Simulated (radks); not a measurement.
Effect of the nuclear size on the europium ion Eu2+, [Xe] 4f7. Calculated with a radial shooting solver on a logarithmic mesh with Libxc functionals: Dirac Kohn-Sham, LDA (Slater exchange, Perdew-Wang correlation), spin-unpolarised, spherical densities, finite nucleus; open shells are shared between the two j in proportion to 2j + 1; Fermi nuclear charge, rms radius 5.1115 fm. The rms radius is varied about that value; shifts are against it.

rms radius (fm),total energy shift (eV),density at nucleus (e/bohr^3),1s1/2 shift (meV),2s1/2 shift (meV),4p1/2 shift (meV),5s1/2 shift (meV),5p1/2 shift (meV),4f7/2 shift (meV),6s1/2 (empty) shift (meV)
4.171,-6.31,6.064e+05,-2600,-333,0.336,-2.71,0.086,0.296,-0.428
4.8355,-1.95,5.847e+05,-806,-103,0.104,-0.840,0.026,0.091,-0.132
5.1115,0,5.768e+05,0.000,0.000,0.000,0.000,0.000,0.000,0.000
5.4846,2.77,5.669e+05,1140,146,-0.147,1.19,-0.038,-0.130,0.188
6.0827,7.51,5.526e+05,3100,396,-0.397,3.23,-0.102,-0.352,0.509

Slopes of the eigenvalues against <r^2> in GHz/fm^2, as finite differences over the two radii next to the reference (eigenvalue slopes, not the field-shift constants of lines): 1s1/2 70300, 2s1/2 8980, 4p1/2 -9.03, 5s1/2 73.3, 5p1/2 -2.31, 4f7/2 -7.99, 6s1/2 (empty) 11.5.
